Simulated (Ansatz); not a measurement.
Task: Name a neutral molecule of C, Si, Sn and H with HOMO–LUMO gap (ωB97M-V/def2-TZVPP) between 10.80 and 11.10 eV and size of the dipole moment (B3LYP/def2-TZVPP) between 1.00 and 1.30 D (Ansatz, PBE0-D4/def2-TZVP geometry).

Result: `C[SiH2][SnH2][CH3]` (10.85 eV, 1.26 D). Other molecules can fit too; these were computed, each in one conformer that needn't be the lowest.

B3LYP here is the variant with VWN-RPA as its local correlation; programs differ in this.
